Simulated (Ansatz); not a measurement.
**Molecular dynamics of CH7ClGe2**

input.yaml

```yaml
crystal:
  periodic: [false, false, false]
  atoms:
    - { symbol: Ge, position_ang: [-0.109777, -0.027463, 0.039718] }
    - { symbol: H, position_ang: [-0.073145, -0.154134, 1.591409] }
    - { symbol: Cl, position_ang: [1.994766, 0.162313, -0.592256] }
    - { symbol: Ge, position_ang: [-1.204375, 2.024349, -0.707127] }
    - { symbol: H, position_ang: [-2.706887, 2.01888, -0.3067] }
    - { symbol: H, position_ang: [-0.518922, 3.25819, -0.066037] }
    - { symbol: H, position_ang: [-1.102457, 2.130603, -2.251766] }
    - { symbol: C, position_ang: [-0.813172, -1.667978, -0.781917] }
    - { symbol: H, position_ang: [-1.857837, -1.834433, -0.450489] }
    - { symbol: H, position_ang: [-0.79106, -1.581882, -1.884976] }
    - { symbol: H, position_ang: [-0.193434, -2.532446, -0.474359] }
basis:
  gaussian: { orbitals: def2-SVP }
hamiltonian:
  xc: pbe
md:
  timestep: 0.5
  n_steps: 166
  ensemble: nvt_nose_hoover
  temperature: 300.0
  initial_velocities: maxwell_boltzmann
  seed: 142482
  nose_hoover: { tau: 20.0, chain_length: 1 }
```

Launched with:

```bash
$ ansatz run input.yaml --threads 4 --pin off --max-ram 5120MiB --backend cpu --events-out ev --progress --plain --runs-dir out
```

It starts from a relaxed structure.

Output, in part (one step line in 6, the closing report, with atoms numbered from 0):

```
md step     0: t =     0.00 fs  T =   300.0 K  F+E_penalty+E_count = -126668.61696332 eV  E_kin = 0.349002 eV  conserved = -126668.26796132 eV  (27 SCF iters)
md step     6: t =     3.00 fs  T =   161.7 K  F+E_penalty+E_count = -126668.45371479 eV  E_kin = 0.188115 eV  conserved = -126668.26619102 eV  (30 SCF iters)
md step    12: t =     6.00 fs  T =   160.2 K  F+E_penalty+E_count = -126668.44908372 eV  E_kin = 0.186319 eV  conserved = -126668.26693816 eV  (29 SCF iters)
md step    18: t =     9.00 fs  T =   192.3 K  F+E_penalty+E_count = -126668.47824243 eV  E_kin = 0.223763 eV  conserved = -126668.26710391 eV  (29 SCF iters)
md step    24: t =    12.00 fs  T =   128.5 K  F+E_penalty+E_count = -126668.39125063 eV  E_kin = 0.149474 eV  conserved = -126668.26626134 eV  (28 SCF iters)
md step    30: t =    15.00 fs  T =   201.7 K  F+E_penalty+E_count = -126668.46365574 eV  E_kin = 0.234698 eV  conserved = -126668.26726977 eV  (28 SCF iters)
md step    36: t =    18.00 fs  T =   160.1 K  F+E_penalty+E_count = -126668.39021477 eV  E_kin = 0.186293 eV  conserved = -126668.26633619 eV  (29 SCF iters)
md step    42: t =    21.00 fs  T =   166.4 K  F+E_penalty+E_count = -126668.37897716 eV  E_kin = 0.193614 eV  conserved = -126668.26659939 eV  (28 SCF iters)
md step    48: t =    24.00 fs  T =   270.7 K  F+E_penalty+E_count = -126668.46407554 eV  E_kin = 0.314895 eV  conserved = -126668.26661210 eV  (27 SCF iters)
md step    54: t =    27.00 fs  T =   232.9 K  F+E_penalty+E_count = -126668.37397164 eV  E_kin = 0.270975 eV  conserved = -126668.26677385 eV  (28 SCF iters)
md step    60: t =    30.00 fs  T =   166.4 K  F+E_penalty+E_count = -126668.26639784 eV  E_kin = 0.193601 eV  conserved = -126668.26544096 eV  (28 SCF iters)
md step    66: t =    33.00 fs  T =   330.7 K  F+E_penalty+E_count = -126668.40319943 eV  E_kin = 0.384711 eV  conserved = -126668.26696254 eV  (27 SCF iters)
md step    72: t =    36.00 fs  T =   252.2 K  F+E_penalty+E_count = -126668.25618345 eV  E_kin = 0.293437 eV  conserved = -126668.26530719 eV  (29 SCF iters)
md step    78: t =    39.00 fs  T =   369.8 K  F+E_penalty+E_count = -126668.32967442 eV  E_kin = 0.430192 eV  conserved = -126668.26577875 eV  (28 SCF iters)
md step    84: t =    42.00 fs  T =   482.8 K  F+E_penalty+E_count = -126668.38086786 eV  E_kin = 0.561652 eV  conserved = -126668.26694405 eV  (28 SCF iters)
md step    90: t =    45.00 fs  T =   305.5 K  F+E_penalty+E_count = -126668.10400152 eV  E_kin = 0.355399 eV  conserved = -126668.26336020 eV  (28 SCF iters)
md step    96: t =    48.00 fs  T =   569.3 K  F+E_penalty+E_count = -126668.35042894 eV  E_kin = 0.662253 eV  conserved = -126668.26733328 eV  (28 SCF iters)
md step   102: t =    51.00 fs  T =   323.3 K  F+E_penalty+E_count = -126668.00194848 eV  E_kin = 0.376059 eV  conserved = -126668.26345994 eV  (28 SCF iters)
md step   108: t =    54.00 fs  T =   319.2 K  F+E_penalty+E_count = -126667.96766001 eV  E_kin = 0.371354 eV  conserved = -126668.26515634 eV  (28 SCF iters)
md step   114: t =    57.00 fs  T =   491.4 K  F+E_penalty+E_count = -126668.12837013 eV  E_kin = 0.571697 eV  conserved = -126668.26462269 eV  (28 SCF iters)
md step   120: t =    60.00 fs  T =   563.6 K  F+E_penalty+E_count = -126668.17143452 eV  E_kin = 0.655642 eV  conserved = -126668.26513460 eV  (27 SCF iters)
md step   126: t =    63.00 fs  T =   575.6 K  F+E_penalty+E_count = -126668.17190764 eV  E_kin = 0.669622 eV  conserved = -126668.26480960 eV  (28 SCF iters)
md step   132: t =    66.00 fs  T =   549.1 K  F+E_penalty+E_count = -126668.15491360 eV  E_kin = 0.638806 eV  conserved = -126668.26514180 eV  (28 SCF iters)
md step   138: t =    69.00 fs  T =   362.0 K  F+E_penalty+E_count = -126667.96066641 eV  E_kin = 0.421123 eV  conserved = -126668.26421506 eV  (28 SCF iters)
md step   144: t =    72.00 fs  T =   464.2 K  F+E_penalty+E_count = -126668.11204443 eV  E_kin = 0.540047 eV  conserved = -126668.26413621 eV  (27 SCF iters)
md step   150: t =    75.00 fs  T =   615.9 K  F+E_penalty+E_count = -126668.35212092 eV  E_kin = 0.716525 eV  conserved = -126668.26724751 eV  (28 SCF iters)
md step   156: t =    78.00 fs  T =   300.8 K  F+E_penalty+E_count = -126668.04968149 eV  E_kin = 0.349987 eV  conserved = -126668.26272195 eV  (28 SCF iters)
md step   162: t =    81.00 fs  T =   523.4 K  F+E_penalty+E_count = -126668.38199619 eV  E_kin = 0.608864 eV  conserved = -126668.26765270 eV  (28 SCF iters)
md step   166: t =    83.00 fs  T =   370.8 K  F+E_penalty+E_count = -126668.26049241 eV  E_kin = 0.431375 eV  conserved = -126668.26506065 eV  (29 SCF iters)
Total energy: -126668.26053286 eV, -4654.9727157519 hartree
Atom 0 at    -0.098306     0.008170    -0.020398 Å, force     0.662725    -0.346432     0.356967 eV/Å
Atom 1 at     0.045100     0.016002     1.515852 Å, force    -0.159400    -0.011587     0.302929 eV/Å
Atom 2 at     2.023607     0.051381    -0.611266 Å, force     0.082576     0.113723    -0.200013 eV/Å
Atom 3 at    -1.243329     2.061446    -0.682508 Å, force     0.393543     0.846345     0.515292 eV/Å
Atom 4 at    -2.252150     1.580058    -1.732783 Å, force    -0.333680     0.232160    -0.245005 eV/Å
Atom 5 at    -1.958228     2.659951     0.637261 Å, force     0.262398    -0.377351    -0.779742 eV/Å
Atom 6 at    -0.262928     3.222688    -1.233057 Å, force    -0.571600    -0.787292     0.228081 eV/Å
Atom 7 at    -0.739330    -1.767310    -0.602500 Å, force    -1.125571    -0.484282     3.016953 eV/Å
Atom 8 at    -1.856033    -1.764244    -0.457605 Å, force     0.376381     0.029025    -0.460428 eV/Å
Atom 9 at    -0.463687    -1.948633    -1.607442 Å, force     0.373963    -0.475463    -1.649566 eV/Å
Atom 10 at    -0.409748    -2.616557     0.123240 Å, force     0.038663     1.261152    -1.085469 eV/Å
Dipole moment:    -0.520975    -0.086208    -0.008339 e Å
```

The run went to its last step. The conserved energy stayed within 0.51 meV per atom of its start (net change 0.26 meV per atom), so the integration is sound. The mean temperature of the second half is 53 % above the set value. A run of 0.083 ps of so small a system gives no equilibrium averages.

The same pairs are bonded in the first frame and the last. Pairs count as bonded within 1.25 times the sum of covalent radii (0.12 Å more for H–H).

Last frame:

```xyz
11
Properties=species:S:1:pos:R:3
Ge -0.098 0.008 -0.020
H 0.045 0.016 1.516
Cl 2.024 0.051 -0.611
Ge -1.243 2.061 -0.682
H -2.252 1.580 -1.733
H -1.958 2.660 0.637
H -0.263 3.223 -1.233
C -0.739 -1.767 -0.603
H -1.856 -1.764 -0.458
H -0.464 -1.949 -1.607
H -0.410 -2.617 0.123
```

The run took 8.5 min on 4 threads of AMD EPYC 7571, on a shared host, peak memory 0.23 GiB.
